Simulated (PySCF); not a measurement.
## Potential energy of TlTe along the bond

Set-up: basis Tl def2-SVP with ECP60, Te def2-SVP with ECP28; scalar-relativistic core potentials; PySCF 2.14. Energies in eV from Tl + Te in their ground configurations at the same level. State: ²Π (doublet), unpaired electrons π ↑.

All columns are PBE0. A positive dipole means Tl(−)Te(+).

```json
{"R (Å)": "2.523", "E (eV)": "-1.858", "μ (D)": "-1.20", "Mulliken charge on Tl (basis-dependent)": "0.17", "HOMO (eV)": "-5.78", "LUMO (eV)": "-4.44", "Mayer bond order": "1.29", "⟨S²⟩": "0.75"}
{"R (Å)": "2.641", "E (eV)": "-2.268", "μ (D)": "-1.91", "Mulliken charge on Tl (basis-dependent)": "0.22", "HOMO (eV)": "-5.85", "LUMO (eV)": "-4.21", "Mayer bond order": "1.22", "⟨S²⟩": "0.75"}
{"R (Å)": "2.758", "E (eV)": "-2.487", "μ (D)": "-2.61", "Mulliken charge on Tl (basis-dependent)": "0.26", "HOMO (eV)": "-5.88", "LUMO (eV)": "-4.00", "Mayer bond order": "1.17", "⟨S²⟩": "0.75"}
{"R (Å)": "2.846", "E (eV)": "-2.561", "μ (D)": "-3.12", "Mulliken charge on Tl (basis-dependent)": "0.29", "HOMO (eV)": "-5.75", "LUMO (eV)": "-3.85", "Mayer bond order": "1.13", "⟨S²⟩": "0.75"}
{"R (Å)": "2.934", "E (eV)": "-2.579", "μ (D)": "-3.63", "Mulliken charge on Tl (basis-dependent)": "0.32", "HOMO (eV)": "-5.61", "LUMO (eV)": "-3.71", "Mayer bond order": "1.10", "⟨S²⟩": "0.75"}
{"R (Å)": "3.022", "E (eV)": "-2.555", "μ (D)": "-4.12", "Mulliken charge on Tl (basis-dependent)": "0.34", "HOMO (eV)": "-5.47", "LUMO (eV)": "-3.58", "Mayer bond order": "1.07", "⟨S²⟩": "0.75"}
{"R (Å)": "3.139", "E (eV)": "-2.477", "μ (D)": "-4.75", "Mulliken charge on Tl (basis-dependent)": "0.37", "HOMO (eV)": "-5.31", "LUMO (eV)": "-3.42", "Mayer bond order": "1.03", "⟨S²⟩": "0.76"}
{"R (Å)": "3.286", "E (eV)": "-2.328", "μ (D)": "-5.50", "Mulliken charge on Tl (basis-dependent)": "0.39", "HOMO (eV)": "-5.12", "LUMO (eV)": "-3.24", "Mayer bond order": "0.99", "⟨S²⟩": "0.76"}
{"R (Å)": "3.462", "E (eV)": "-2.110", "μ (D)": "-6.34", "Mulliken charge on Tl (basis-dependent)": "0.41", "HOMO (eV)": "-4.93", "LUMO (eV)": "-3.07", "Mayer bond order": "0.96", "⟨S²⟩": "0.76"}
{"R (Å)": "3.697", "E (eV)": "-1.795", "μ (D)": "-7.35", "Mulliken charge on Tl (basis-dependent)": "0.43", "HOMO (eV)": "-4.71", "LUMO (eV)": "-2.90", "Mayer bond order": "0.92", "⟨S²⟩": "0.77"}
```

A fit through these points gives, at Re = 2.924 Å, μ = -3.57 D and dμ/dR = -5.65 D/Å; the reduced mass is 79.51 u.

Task: How strong is the fundamental in the double-harmonic approximation, I = 42.26·(dμ/dR)²/μred km/mol?

Result: I = 42.26·(-5.65)²/79.51 = 17.0 km/mol at PBE0.

Spin–orbit coupling is left out, which matters for elements this heavy, above all for dissociation energies. The state was picked by a PBE0 search and need not be the measured ground state.
